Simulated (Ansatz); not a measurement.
Reaction (substitution at a C–O bond): `C=C([SiH3])OC` + `[NH2][InH][OH]` → `C[NH][InH][OH]` + `C=C(O)[SiH3]`

Program: Ansatz. Geometries: PBE0-D4/def2-TZVP. ΔE: electronic, gas phase. CBS: MP2 limit from def2 TZ/QZ plus the TZ coupled-cluster correction, frozen cores. DFT in def2-TZVPP. B3LYP here is the variant with VWN-RPA as its local correlation; programs differ in this. Elements past krypton have def2 core potentials. For In outer-core shells are correlated without core-valence functions, which leaves a few kJ/mol of doubt a bond. One conformer a species, not always the lowest.

`C=C([SiH3])OC`:

Cartesian coordinates in Å:
```
C -0.724 1.044 0.621
C -0.297 -0.046 -0.023
Si -1.476 -1.315 -0.747
O 0.999 -0.381 -0.237
C 1.981 0.498 0.262
H -1.787 1.207 0.732
H -0.064 1.789 1.048
H -1.265 -1.432 -2.214
H -2.865 -0.868 -0.472
H -1.242 -2.646 -0.130
H 2.945 0.068 -0.004
H 1.909 0.591 1.351
H 1.885 1.492 -0.189
```

`[NH2][InH][OH]`:

```xyz
7

N     0.491    0.234   -1.413
In   -0.482    0.298    0.336
O     0.504   -0.869    1.612
H     1.134   -0.529   -1.565
H     0.027    0.479   -2.272
H    -1.824    1.235    0.799
H     0.151   -0.849    2.503
```

`C[NH][InH][OH]`:

Z-matrix (Å, degrees):
```
C
N 1 1.442
H 1 1.098 2 112.6
H 1 1.093 2 110.3 3 118.9
H 1 1.098 2 112.7 3 -121.9
In 2 2.005 1 127.6 3 -120.9
H 2 1.007 1 113.0 3 60.3
O 6 1.990 2 112.2 1 0.5
H 6 1.692 2 128.1 1 -179.8
H 8 0.959 6 113.5 2 -0.6
```

`C=C(O)[SiH3]`:

Cartesian coordinates in Å:
```
C -0.980 -0.980 0.826
C 0.005 -0.124 0.560
O 0.813 0.296 1.581
Si 0.297 0.509 -1.180
H -1.152 -1.349 1.832
H -1.631 -1.325 0.035
H 1.478 0.907 1.256
H 0.196 1.995 -1.197
H -0.703 -0.087 -2.096
H 1.677 0.159 -1.617
```

Task: Is it downhill or uphill in electronic energy at CCSD(T)/CBS, and by how much? (Estimate.)

Result: Computed: Uphill: ΔE = +11.7 kJ/mol.

Task: What do these levels give: r2SCAN-D4, B3LYP-D4, PBE, r2SCAN, HF/def2-QZVPP, SCS-MP2/def2-QZVPP? (Estimate.)

Result: Ansatz gave: r2SCAN-D4 14.0, B3LYP-D4 14.1, PBE 9.6, r2SCAN 13.7, HF/def2-QZVPP 16.9, SCS-MP2/def2-QZVPP 13.5 kJ/mol.

Largest T1 diagnostic among the species: 0.016.
